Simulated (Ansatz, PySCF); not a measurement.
Noncovalent pair: SiH4 (SMILES [SiH4]) (first 5 atoms) with CHN (SMILES C#N); geometry from B3LYP-D3(BJ)/def2-TZVP.
(charge 0, multiplicity 1):
```xyz
8

Si     0.147     0.140     0.025
H     -0.521     1.420     0.343
H     -0.599    -0.965     0.679
H      1.533     0.150     0.543
H      0.150    -0.086    -1.436
C     -0.453    -0.446     3.899
N     -0.152     0.153     4.828
H     -0.730    -0.998     3.028
```

Basis-set superposition error: the interaction energy with monomers in their own basis, and in the dimer's basis (counterpoise).

Codes used: Ansatz (Gaussian orbitals); PySCF for 6-31G* rows, M06-2X. Values without a source in brackets are computed.

```json
[
 {"level": "HF/6-31G*", "uncorrected (meV)": "8.5", "counterpoise (meV)": "16.4", "difference": "7.8"},
 {"level": "B97M-V/def2-TZVPPD", "uncorrected (meV)": "-29.6", "counterpoise (meV)": "-28.3", "difference": "1.3"},
 {"level": "B3LYP/def2-TZVPPD", "uncorrected (meV)": "4.6", "counterpoise (meV)": "6.0", "difference": "1.4"},
 {"level": "PBE0/def2-TZVPPD", "uncorrected (meV)": "-13.1", "counterpoise (meV)": "-11.8", "difference": "1.3"},
 {"level": "M06-2X/def2-TZVPPD", "uncorrected (meV)": "-19.9", "counterpoise (meV)": "-18.5", "difference": "1.5"},
 {"level": "CAM-B3LYP/def2-TZVPPD", "uncorrected (meV)": "-8.1", "counterpoise (meV)": "-6.7", "difference": "1.4"},
 {"level": "B2PLYP/def2-TZVPPD", "uncorrected (meV)": "-9.9", "counterpoise (meV)": "-7.0", "difference": "2.9"},
 {"level": "MP2/aug-cc-pV(T+d)Z", "uncorrected (meV)": "-39.5", "counterpoise (meV)": "-27.6", "difference": "11.9"},
 {"level": "CCSD/aug-cc-pV(T+d)Z", "uncorrected (meV)": "-31.1", "counterpoise (meV)": "-20.5", "difference": "10.7"},
 {"level": "CCSD(T)/aug-cc-pV(D+d)Z", "uncorrected (meV)": "-43.4", "counterpoise (meV)": "-19.6", "difference": "23.8"}
]
```

The error is largest for CCSD(T)/aug-cc-pV(D+d)Z (23.8 meV) and smallest for PBE0/def2-TZVPPD (1.3 meV).

Ansatz is a program for electronic structure.
